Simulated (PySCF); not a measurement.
The vertical singlet excitations below were computed for one of the candidates. Level of theory: TDDFT CAM-B3LYP/def2-SVPD, vertical, gas phase, core orbitals frozen in the response in PySCF 2.14.0, density-fitted response routines. Geometries: GFN2-xTB, one conformer each.

```csv
state,E (eV),f
S1,6.19,0.0075
S2,6.59,0.0067
S3,6.86,0.0004
S4,7.16,0.0007
S5,7.54,0.0009
S6,7.70,0.0022
S7,7.85,0.029
S8,7.96,0.0000
```

Triplets computed (Tamm–Dancoff): 6.00, 6.44, 6.61 eV.

Problem. Which candidate is it? All have the formula H9NO3Si3.
A. `N[Si@H](O[SiH3])O[SiH2]O`
B. `O[SiH2]N([SiH2]O)[SiH2]O`
C. `N[Si](O)(O[SiH3])O[SiH3]`

Solution. B. Its S1, at 6.19 eV, is the lowest among the candidates; the nearest of the others has S1 at 6.71 eV. S1 is HOMO→LUMO (72%), HOMO→LUMO+3 (13%). Löwdin shares by element: HOMO nitrogen 44%, silicon 26% (atoms not listed hold the other 30%); LUMO oxygen 27% or more, silicon 25% or more, hydrogen 19% or more (atoms not listed hold the other 28%). At the same level the other candidates give, for their lowest levels:
- `N[Si@H](O[SiH3])O[SiH2]O`: 6.97 eV (f 0.048); 7.71 eV (f 0.002); 7.72 eV (f 0.003); 7.89 eV (f 0.011); 8.07 eV (f 0.008); T1 6.60 eV; HOMO -9.46, LUMO 0.74 eV
- `N[Si](O)(O[SiH3])O[SiH3]`: 6.71 eV (f 0.046); 7.48 eV (f 0.006); 7.64 eV (f 0.001); 7.75 eV (f 0.001); 7.95 eV (f 0.002); T1 6.41 eV; HOMO -9.23, LUMO 0.48 eV
